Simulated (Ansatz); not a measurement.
Ansatz (a quantum-chemistry and plane-wave program) input (B3LYP-D3(BJ)/def2-TZVP):

Ansatz 0.2 input:
```yaml
crystal:
  periodic: [false, false, false]
  atoms:
    - {symbol: C, position_ang: [-1.20953559, -0.32411952, 1.29500607]}
    - {symbol: C, position_ang: [-0.58743232, -0.32532951, -0.10281442]}
    - {symbol: C, position_ang: [-0.88456525, 1.00377576, -0.79842627]}
    - {symbol: C, position_ang: [-1.19369074, -1.47123183, -0.91743506]}
    - {symbol: C, position_ang: [0.93962853, -0.54063086, -0.02287751]}
    - {symbol: C, position_ang: [1.66557714, 0.53154888, 0.72363763]}
    - {symbol: C, position_ang: [2.52133539, 1.37222609, 0.17287524]}
    - {symbol: H, position_ang: [-0.94513595, -1.23123016, 1.83474851]}
    - {symbol: H, position_ang: [-0.87223958, 0.53356615, 1.87091300]}
    - {symbol: H, position_ang: [-2.29409846, -0.27480949, 1.22229500]}
    - {symbol: H, position_ang: [-1.95828621, 1.16305989, -0.87045517]}
    - {symbol: H, position_ang: [-0.44823534, 1.83127223, -0.24374747]}
    - {symbol: H, position_ang: [-0.46852256, 1.01040657, -1.80350994]}
    - {symbol: H, position_ang: [-2.27028584, -1.34462802, -1.00887389]}
    - {symbol: H, position_ang: [-1.00182372, -2.42845006, -0.43690705]}
    - {symbol: H, position_ang: [-0.76763604, -1.49927339, -1.91813051]}
    - {symbol: H, position_ang: [1.12614429, -1.49943867, 0.46979074]}
    - {symbol: H, position_ang: [1.33573064, -0.59995547, -1.03908535]}
    - {symbol: H, position_ang: [1.46088378, 0.58977209, 1.78442123]}
    - {symbol: H, position_ang: [3.03100145, 2.12915446, 0.74512975]}
    - {symbol: H, position_ang: [2.75263895, 1.33721704, -0.87958896]}
basis:
  gaussian:
    orbitals: def2-TZVP
hamiltonian:
  xc: b3lyp
  dispersion: d3bj
relax: {f_tol: 0.002, max_steps: 150}
```

Output:

```
Functional definition: B3LYP
integrals: 0.31 GiB planned
1876 factors; their error is unknown
0.42 GiB of the device are held for the grids
1.89 GiB of device memory are held for the factors and their scratch space
mean field: 2.27 GiB planned
mean field evaluation 1: about -7470.3303 eV, gradient 9.2e1 eV
mean field evaluation 2: about -7453.0911 eV, gradient 1.2e2 eV
mean field evaluation 4: about -7490.2359 eV, gradient 9.8e0 eV
mean field evaluation 8: about -7490.4592 eV, gradient 1.8e-1 eV
mean field evaluation 16: about -7490.4078 eV, gradient 5.9e-4 eV
mean field -7490.40780368 eV, -275.2674096045 hartree, gradient 2.2e-5 eV, S^2 0.000000; 0 other end points of the search recorded, 0 dependent functions left out
the calculation of the forces begins
reference -7490.40814318 eV, -275.2674220810 hartree; 28, 28 occupied and 273, 273 virtual orbitals, 1876 factors
relax step   1: F+E_penalty+E_count = -7491.27995156 eV  Δ(F+E_penalty+E_count) = +0.000e0 eV  max|allowed force component| = 3.473e-1 eV/Å  Δτ_max = 0.0000 Å  (31 SCF iters, accepted)
these checks for a lower state are left out or cut short: starts, cluster_reference, orbital_swaps, neighbouring_geometries, increment
integrals: 0.31 GiB planned
1876 factors; their error is unknown
0.42 GiB of the device are held for the grids
1.89 GiB of device memory are held for the factors and their scratch space
mean field: 2.26 GiB planned
mean field -7490.43122331 eV, -275.2682702599 hartree, gradient 2.2e-5 eV, S^2 0.000000; 0 other end points of the search recorded, 0 dependent functions left out
the calculation of the forces begins
reference -7490.43156457 eV, -275.2682828010 hartree; 28, 28 occupied and 273, 273 virtual orbitals, 1876 factors
relax step   2: F+E_penalty+E_count = -7491.29507296 eV  Δ(F+E_penalty+E_count) = -1.512e-2 eV  max|allowed force component| = 2.096e-1 eV/Å  Δτ_max = 0.0610 Å  (30 SCF iters, accepted)
these checks for a lower state are left out or cut short: starts, cluster_reference, orbital_swaps, neighbouring_geometries, increment
integrals: 0.31 GiB planned
1876 factors; their error is unknown
0.42 GiB of the device are held for the grids
1.89 GiB of device memory are held for the factors and their scratch space
mean field: 2.26 GiB planned
mean field evaluation 32: about -7490.4349 eV, gradient 1.1e-2 eV
mean field -7490.43491706 eV, -275.2684060028 hartree, gradient 2.2e-5 eV, S^2 0.000000; 0 other end points of the search recorded, 0 dependent functions left out
the calculation of the forces begins
reference -7490.43525860 eV, -275.2684185541 hartree; 28, 28 occupied and 273, 273 virtual orbitals, 1876 factors
relax step   3: F+E_penalty+E_count = -7491.29692683 eV  Δ(F+E_penalty+E_count) = -1.854e-3 eV  max|allowed force component| = 9.986e-2 eV/Å  Δτ_max = 0.0523 Å  (31 SCF iters, accepted)
these checks for a lower state are left out or cut short: starts, cluster_reference, orbital_swaps, neighbouring_geometries, increment
integrals: 0.31 GiB planned
1876 factors; their error is unknown
0.42 GiB of the device are held for the grids
1.89 GiB of device memory are held for the factors and their scratch space
mean field: 2.26 GiB planned
mean field -7490.43521860 eV, -275.2684170840 hartree, gradient 2.2e-5 eV, S^2 0.000000; 0 other end points of the search recorded, 0 dependent functions left out
the calculation of the forces begins
reference -7490.43556013 eV, -275.2684296354 hartree; 28, 28 occupied and 273, 273 virtual orbitals, 1876 factors
relax step   4: F+E_penalty+E_count = -7491.29785925 eV  Δ(F+E_penalty+E_count) = -9.324e-4 eV  max|allowed force component| = 4.664e-2 eV/Å  Δτ_max = 0.0170 Å  (32 SCF iters, accepted)
these checks for a lower state are left out or cut short: starts, cluster_reference, orbital_swaps, neighbouring_geometries, increment
integrals: 0.31 GiB planned
1876 factors; their error is unknown
0.42 GiB of the device are held for the grids
1.89 GiB of device memory are held for the factors and their scratch space
mean field: 2.27 GiB planned
mean field -7490.43525144 eV, -275.2684182911 hartree, gradient 2.2e-5 eV, S^2 0.000000; 0 other end points of the search recorded, 0 dependent functions left out
the calculation of the forces begins
reference -7490.43559299 eV, -275.2684308426 hartree; 28, 28 occupied and 273, 273 virtual orbitals, 1876 factors
relax step   5: F+E_penalty+E_count = -7491.29806713 eV  Δ(F+E_penalty+E_count) = -2.079e-4 eV  max|allowed force component| = 2.044e-2 eV/Å  Δτ_max = 0.0067 Å  (33 SCF iters, accepted)
these checks for a lower state are left out or cut short: starts, cluster_reference, orbital_swaps, neighbouring_geometries, increment
integrals: 0.31 GiB planned
1876 factors; their error is unknown
0.42 GiB of the device are held for the grids
1.89 GiB of device memory are held for the factors and their scratch space
mean field: 2.26 GiB planned
mean field -7490.43536881 eV, -275.2684226042 hartree, gradient 2.2e-5 eV, S^2 0.000000; 0 other end points of the search recorded, 0 dependent functions left out
the calculation of the forces begins
reference -7490.43571040 eV, -275.2684351575 hartree; 28, 28 occupied and 273, 273 virtual orbitals, 1876 factors
relax step   6: F+E_penalty+E_count = -7491.29820111 eV  Δ(F+E_penalty+E_count) = -1.340e-4 eV  max|allowed force component| = 1.027e-2 eV/Å  Δτ_max = 0.0117 Å  (33 SCF iters, accepted)
these checks for a lower state are left out or cut short: starts, cluster_reference, orbital_swaps, neighbouring_geometries, increment
integrals: 0.31 GiB planned
1876 factors; their error is unknown
0.42 GiB of the device are held for the grids
1.89 GiB of device memory are held for the factors and their scratch space
mean field: 2.26 GiB planned
mean field -7490.43550135 eV, -275.2684274752 hartree, gradient 2.2e-5 eV, S^2 0.000000; 0 other end points of the search recorded, 0 dependent functions left out
the calculation of the forces begins
reference -7490.43584299 eV, -275.2684400301 hartree; 28, 28 occupied and 273, 273 virtual orbitals, 1876 factors
relax step   7: F+E_penalty+E_count = -7491.29822418 eV  Δ(F+E_penalty+E_count) = -2.308e-5 eV  max|allowed force component| = 8.627e-3 eV/Å  Δτ_max = 0.0048 Å  (32 SCF iters, accepted)
these checks for a lower state are left out or cut short: starts, cluster_reference, orbital_swaps, neighbouring_geometries, increment
integrals: 0.31 GiB planned
1876 factors; their error is unknown
0.42 GiB of the device are held for the grids
1.89 GiB of device memory are held for the factors and their scratch space
mean field: 2.26 GiB planned
mean field evaluation 64: about -7490.4810 eV, gradient 7.8e-4 eV
mean field -7490.43560203 eV, -275.2684311749 hartree, gradient 2.2e-5 eV, S^2 0.000000; 0 other end points of the search recorded, 0 dependent functions left out
the calculation of the forces begins
reference -7490.43594372 eV, -275.2684437319 hartree; 28, 28 occupied and 273, 273 virtual orbitals, 1876 factors
relax step   8: F+E_penalty+E_count = -7491.29823758 eV  Δ(F+E_penalty+E_count) = -1.339e-5 eV  max|allowed force component| = 2.933e-3 eV/Å  Δτ_max = 0.0047 Å  (32 SCF iters, accepted)
these checks for a lower state are left out or cut short: starts, cluster_reference, orbital_swaps, neighbouring_geometries, increment
integrals: 0.31 GiB planned
1876 factors; their error is unknown
0.42 GiB of the device are held for the grids
1.89 GiB of device memory are held for the factors and their scratch space
mean field: 2.26 GiB planned
mean field -7490.43565905 eV, -275.2684332705 hartree, gradient 2.2e-5 eV, S^2 0.000000; 0 other end points of the search recorded, 0 dependent functions left out
the calculation of the forces begins
reference -7490.43600078 eV, -275.2684458289 hartree; 28, 28 occupied and 273, 273 virtual orbitals, 1876 factors
relax step   9: F+E_penalty+E_count = -7491.29824288 eV  Δ(F+E_penalty+E_count) = -5.305e-6 eV  max|allowed force component| = 1.969e-3 eV/Å  Δτ_max = 0.0023 Å  (33 SCF iters, accepted)
these checks for a lower state are left out or cut short: starts, cluster_reference, orbital_swaps, neighbouring_geometries, increment
integrals: 0.31 GiB planned
1876 factors; their error is unknown
0.42 GiB of the device are held for the grids
1.89 GiB of device memory are held for the factors and their scratch space
mean field: 2.26 GiB planned
mean field -7490.43564243 eV, -275.2684326596 hartree, gradient 2.2e-5 eV, S^2 0.000000; 0 other end points of the search recorded, 0 dependent functions left out
the calculation of the forces begins
reference -7490.43598418 eV, -275.2684452189 hartree; 28, 28 occupied and 273, 273 virtual orbitals, 1876 factors
relax step  10: F+E_penalty+E_count = -7491.29824631 eV  Δ(F+E_penalty+E_count) = -3.427e-6 eV  max|allowed force component| = 3.141e-3 eV/Å  Δτ_max = 0.0026 Å  (33 SCF iters, accepted)
these checks for a lower state are left out or cut short: starts, cluster_reference, orbital_swaps, neighbouring_geometries, increment
integrals: 0.31 GiB planned
1876 factors; their error is unknown
0.42 GiB of the device are held for the grids
1.89 GiB of device memory are held for the factors and their scratch space
mean field: 2.26 GiB planned
mean field -7490.43560887 eV, -275.2684314262 hartree, gradient 2.2e-5 eV, S^2 0.000000; 0 other end points of the search recorded, 0 dependent functions left out
the calculation of the forces begins
reference -7490.43595062 eV, -275.2684439856 hartree; 28, 28 occupied and 273, 273 virtual orbitals, 1876 factors
relax step  11: F+E_penalty+E_count = -7491.29824656 eV  Δ(F+E_penalty+E_count) = -2.546e-7 eV  max|allowed force component| = 2.703e-3 eV/Å  Δτ_max = 0.0014 Å  (32 SCF iters, accepted)
these checks for a lower state are left out or cut short: starts, cluster_reference, orbital_swaps, neighbouring_geometries, increment
integrals: 0.31 GiB planned
1876 factors; their error is unknown
0.42 GiB of the device are held for the grids
1.89 GiB of device memory are held for the factors and their scratch space
mean field: 2.26 GiB planned
mean field evaluation 96: about -7490.4356 eV, gradient 2.2e-5 eV
mean field -7490.43561634 eV, -275.2684317007 hartree, gradient 2.2e-5 eV, S^2 0.000000; 0 other end points of the search recorded, 0 dependent functions left out
the calculation of the forces begins
reference -7490.43595809 eV, -275.2684442601 hartree; 28, 28 occupied and 273, 273 virtual orbitals, 1876 factors
relax step  12: F+E_penalty+E_count = -7491.29824756 eV  Δ(F+E_penalty+E_count) = -9.930e-7 eV  max|allowed force component| = 1.097e-3 eV/Å  Δτ_max = 0.0006 Å  (32 SCF iters, accepted)
integrals: 0.31 GiB planned
1876 factors; their error is unknown
0.42 GiB of the device are held for the grids
1.89 GiB of device memory are held for the factors and their scratch space
mean field: 2.26 GiB planned
mean field -7490.43561634 eV, -275.2684317007 hartree, gradient 2.2e-5 eV, S^2 0.000000; 1 other end points of the search recorded, 0 dependent functions left out
the calculation of the forces begins
reference -7490.43595809 eV, -275.2684442601 hartree; 28, 28 occupied and 273, 273 virtual orbitals, 1876 factors
Total energy: -7491.29858931 eV, -275.3001453726 hartree
Atom 0 at    -1.205338    -0.305071     1.296632 Å, force     0.000028    -0.000015     0.000254 eV/Å
Atom 1 at    -0.599310    -0.316600    -0.111825 Å, force    -0.000103     0.000082    -0.000172 eV/Å
Atom 2 at    -0.926421     0.999339    -0.824851 Å, force    -0.000104     0.000149    -0.000172 eV/Å
Atom 3 at    -1.193554    -1.486126    -0.904806 Å, force    -0.000080    -0.000186    -0.000100 eV/Å
Atom 4 at     0.936948    -0.516611    -0.044648 Å, force     0.000701    -0.000248     0.000353 eV/Å
Atom 5 at     1.689307     0.519150     0.730556 Å, force     0.000399    -0.000632    -0.000237 eV/Å
Atom 6 at     2.568635     1.367001     0.211862 Å, force    -0.001049     0.001097    -0.000345 eV/Å
Atom 7 at    -0.948569    -1.215836     1.843298 Å, force    -0.000045     0.000057    -0.000069 eV/Å
Atom 8 at    -0.856268     0.549167     1.878419 Å, force     0.000035    -0.000035    -0.000024 eV/Å
Atom 9 at    -2.294411    -0.243668     1.243045 Å, force     0.000056     0.000022    -0.000029 eV/Å
Atom 10 at    -2.007243     1.138620    -0.898018 Å, force     0.000017    -0.000022     0.000011 eV/Å
Atom 11 at    -0.508561     1.853756    -0.291232 Å, force    -0.000010     0.000015    -0.000010 eV/Å
Atom 12 at    -0.517442     1.006752    -1.838028 Å, force     0.000006    -0.000006     0.000053 eV/Å
Atom 13 at    -2.277295    -1.384255    -0.994509 Å, force    -0.000026     0.000007    -0.000018 eV/Å
Atom 14 at    -0.985318    -2.439946    -0.414345 Å, force    -0.000033     0.000023     0.000000 eV/Å
Atom 15 at    -0.776112    -1.528650    -1.913451 Å, force    -0.000008     0.000004     0.000058 eV/Å
Atom 16 at     1.124914    -1.500012     0.401680 Å, force    -0.000165    -0.000040    -0.000099 eV/Å
Atom 17 at     1.326148    -0.553974    -1.066142 Å, force    -0.000105    -0.000028     0.000060 eV/Å
Atom 18 at     1.490544     0.564233     1.797517 Å, force    -0.000219     0.000270     0.000136 eV/Å
Atom 19 at     3.086793     2.095373     0.822597 Å, force     0.000662    -0.000366     0.000385 eV/Å
Atom 20 at     2.804007     1.360262    -0.846786 Å, force     0.000042    -0.000147    -0.000033 eV/Å
Dipole moment:    -0.057195    -0.039388     0.004419 e Å
```
